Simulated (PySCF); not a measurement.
H3SiCHF2, CH4F2Si.
SMILES: `FC([SiH3])F`

The closed-shell ground state was solved at several levels (PySCF, density fitting, gas phase, non-relativistic). Isolated species at its PBE0-D3(BJ)/def2-SVP geometry, gas phase.

| level | basis functions | HOMO (eV) | LUMO (eV) | gap (eV) | dipole (D) |
| --- | --- | --- | --- | --- | --- |
| PBE0/cc-pVTZ | 180 | -8.62 | 0.45 | 9.07 | 1.71 |
| PBE0/6-31G | 48 | -8.62 | 0.77 | 9.39 | 2.10 |
| PBE0/STO-3G | 28 | -4.36 | 7.72 | 12.08 | 1.10 |
| PBE0/IGLO-III | 189 | -8.72 | 0.44 | 9.16 | 1.82 |
| PBE0/pcSseg-0 | 48 | -8.70 | 0.70 | 9.40 | 2.19 |
| B3LYP/def2-SVPD | 122 | -8.61 | -0.02 | 8.59 | 1.92 |
| PBE0/pcSseg-1 | 95 | -8.68 | 0.47 | 9.15 | 1.88 |
| PBE0/cc-pVDZ | 80 | -8.43 | 0.80 | 9.23 | 1.65 |
| LC-wPBE/pcSseg-2 | 207 | -11.50 | 2.07 | 13.57 | 1.97 |
| PBE0/def2-SVP | 80 | -8.56 | 0.78 | 9.34 | 1.74 |
| PBE0/def2-TZVP | 154 | -8.69 | 0.33 | 9.02 | 1.77 |
| wB97X-D/pcSseg-2 | 207 | -10.64 | 1.83 | 12.47 | 1.90 |

Q: What might BHandHLYP/pcSseg-2 (207 basis functions) give for the same quantities?

A: HOMO -10.26 eV, LUMO 0.79 eV, gap 11.05 eV, dipole 2.08 D.

Q: Over all these levels, which gives the widest orbital gap and which the narrowest?

A: LC-wPBE/pcSseg-2 (range-separated hybrid) has the widest, 13.57 eV, and B3LYP/def2-SVPD (global hybrid, 20 % exact exchange) the narrowest, 8.59 eV. Functional and basis both differ between the two, so the spread mixes both effects.

Q: How much does the basis alone move the frontier levels among the 9 PBE0 rows?

A: The HOMO by 4.36 eV and the LUMO by 7.39 eV. By rising basis size (HOMO, LUMO in eV): STO-3G -4.36, 7.72; 6-31G -8.62, 0.77; pcSseg-0 -8.70, 0.70; cc-pVDZ -8.43, 0.80; def2-SVP -8.56, 0.78; pcSseg-1 -8.68, 0.47; def2-TZVP -8.69, 0.33; cc-pVTZ -8.62, 0.45; IGLO-III -8.72, 0.44.

Q: How far do the dipole and the HOMO energy spread over the levels?

A: The dipole runs from 1.10 to 2.19 D (mean 1.83 D) and the HOMO from -11.50 to -4.36 eV.
